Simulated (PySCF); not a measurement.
## Simulated absorption spectrum

Compound: C7H6F4.
Numbering: `[F:1][C@@H:2]1[CH:3]=[C:4]([C:5]([F:6])([F:7])[F:8])[C@H:9]2[CH2:10][C@@H:11]12` (hydrogens: H12 on C2; H13 on C3; H14 on C9; H15, H16 on C10; H17 on C11)

Computed, not measured: PySCF, TDDFT wB97X-D/def2-SVPD, vertical, gas phase, core orbitals frozen in the response. Isolated species at its PBE0-D3(BJ)/def2-SVP geometry, gas phase.

Each state is given a Gaussian of 0.25 eV full width at half maximum, with ε(max) = 2.175×10⁸ f / Δν̃ (Δν̃ the width in cm⁻¹). The width is an assumption, not a result. The curve ends short of the highest state used, and states not computed would add to its high-energy end.

(λ (nm), ε (L mol⁻¹ cm⁻¹)): (148.7, 6802), (150.5, 3921), (152.3, 3072), (154.1, 1930), (155.9, 1297), (157.7, 2401), (159.5, 3602), (161.3, 3432), (163.1, 2981), (165.0, 2464), (166.8, 1435), (168.6, 669), (170.4, 1175), (172.2, 3782), (174.0, 7853), (175.8, 10000), (177.6, 8016), (179.4, 4158), (181.2, 1432), (183.0, 336), (184.8, 55), (186.6, 11), (188.5, 44), (190.3, 256), (192.1, 1046), (193.9, 3025), (195.7, 6291), (197.5, 9578), (199.3, 10852), (201.1, 9294), (202.9, 6107), (204.7, 3122), (206.5, 1258), (208.3, 405), (210.1, 105), (212.0, 20)

Task: Where are the band maxima, and which computed states make them?

Result: 199 nm (6.22 eV), ε about 11000, made up of S1 (100%); 176 nm (7.05 eV), ε about 10000, made up of S2 (100%); 160 nm (7.75 eV), ε about 3700, made up of S4 (90%) (ε in L mol⁻¹ cm⁻¹; maxima over ε = 5, shares over 10%). At its high-energy end, 8.34 eV, the curve is still rising (ε about 6900, from S6 and S7). The states used: S1 6.22 eV (f 0.101); S2 7.05 eV (f 0.093); S3 7.54 eV (f 0.022); S4 7.77 eV (f 0.031); S5 8.14 eV (f 0.026); S6 8.39 eV (f 0.029); S7 8.44 eV (f 0.049); S8 8.62 eV (f 0.026); S9 8.80 eV (f 0.0095); S10 8.94 eV (f 0.012).

Task: On this curve, what absorbance would a 10⁻⁵ mol/L sample give at 193 nm over a 1 cm path?

Result: 193 nm is 6.424 eV, where ε is about 1900 L mol⁻¹ cm⁻¹, so A = ε c l ≈ 0.019 (Beer–Lambert, with the gas-phase spectrum and the assumed width).

Task: What would ε be at 6.22 eV, the highest of these maxima, with half the width (0.125 eV)?

Result: About 21600 L mol⁻¹ cm⁻¹ against 10900, a factor of about 1.99; a lone state at its own centre would give exactly 2.

Task: Coming from long wavelengths, where does ε first pass 100 L mol⁻¹ cm⁻¹?

Result: At about 210 nm (5.90 eV), 0.32 eV below S1.
